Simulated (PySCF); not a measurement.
TeHF, SMILES [TeH]F. The structure is a stationary point at r2SCAN-D4/def2-TZVP. The def2 effective core potentials stand for the cores of Te; spin–orbit coupling is left out.

Computed equilibrium geometry at r2SCAN-D4/def2-TZVP (PySCF confirms it by a frequency run) as bond lengths and angles, and its point group:
point group Cs.
Atoms: Te1 H2 F3. Bond lengths (Å): Te1–H2 1.664, Te1–F3 1.917. Bond angles (°): H2–Te1–F3 93.2.
Charge 0, spin multiplicity 1.
